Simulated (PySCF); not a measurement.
Gas-phase reaction: 2 Ge3H8 + 2 C3H4 (propyne) → 6 GeH3 + C6H6

Method: PySCF energies plus ideal-gas RRHO corrections (1 bar). † marks an energy on the PBE0/def2-TZVP geometry and frequencies; other levels use their own. MP2 freezes the core. 6-31G* has spherical d functions here. Open shells (unrestricted): GeH3 (multiplicity 2); the rest are closed-shell singlets. B3LYP is the form with VWN-RPA correlation. Ge: all electrons, no relativistic terms. GeH3: computed as isolated molecules; such fragments, hydroxides, amides, oligomers or adducts are transient or little studied in the gas. MP2 isn't extrapolated to the basis-set limit; its ΔH°(298 K) is 539.7 kJ in def2-SVP and 625.6 kJ in def2-TZVPP. The harmonic model lacks anharmonicity and excited electronic states, which grow with temperature; levels with a mode under 35 cm⁻¹ are left out. Internal rotation in Ge3H8 is treated as a harmonic vibration of one conformer, which makes the entropy rough.

ΔH° and ΔS° at 298 K: B3LYP/6-31G* 521 kJ, 373 J/K; M06-2X/def2-TZVP† 528 kJ, 380 J/K; MP2/def2-SVP† 540 kJ, 380 J/K; MP2/def2-TZVPP† 626 kJ, 380 J/K; PBE0/def2-TZVP 558 kJ, 380 J/K.

With the heat capacities included, give log10 K (1 bar) at 500, 1000, 1200, 1600, 2500 K from B3LYP/6-31G*, M06-2X/def2-TZVP†, MP2/def2-SVP†, MP2/def2-TZVPP†, PBE0/def2-TZVP.


```
T (K)  B3LYP/6-31G*  M06-2X/def2-TZVP†  MP2/def2-SVP†  MP2/def2-TZVPP†  PBE0/def2-TZVP
-----  ------------  -----------------  -------------  ---------------  --------------
500           -35.3              -35.6          -36.8            -45.8           -38.7
1000           -9.0               -8.9           -9.5            -14.0           -10.5
1200           -4.7               -4.6           -5.1             -8.9            -5.9
1600            0.4                0.6            0.2             -2.6            -0.4
2500            5.7                5.9            5.7              3.9             5.3
```
